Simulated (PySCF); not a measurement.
SMILES [CH2]Cl, doublet (PBE0/def2-SVP optimised geometry):

```
4

C     -0.146    -0.295     0.000
Cl    -0.944     1.201     0.000
H      0.944    -0.295     0.000
H     -0.752    -1.201     0.001
```

Level of theory: unrestricted PBE0/def2-TZVP (PySCF).

Problem. What are the frontier orbital energies (α orbitals alone; a β orbital can be the lowest empty one) and the dipole moment?

Solution. HOMO-2 -10.78 eV, HOMO-1 -8.94 eV, HOMO -6.31 eV, LUMO 0.98 eV, LUMO+1 2.36 eV; dipole moment 1.08 D.

On the same geometry unrestricted PBE/def2-TZVP (PySCF) gives HOMO-2 -9.15 eV, HOMO-1 -7.53 eV, HOMO -4.88 eV, LUMO -0.09 eV, LUMO+1 1.44 eV; dipole moment 0.91 D.

Meta-Löwdin charges at PBE0/def2-TZVP: C1 -0.30, Cl2 0.01, H3 0.14, H4 0.14.
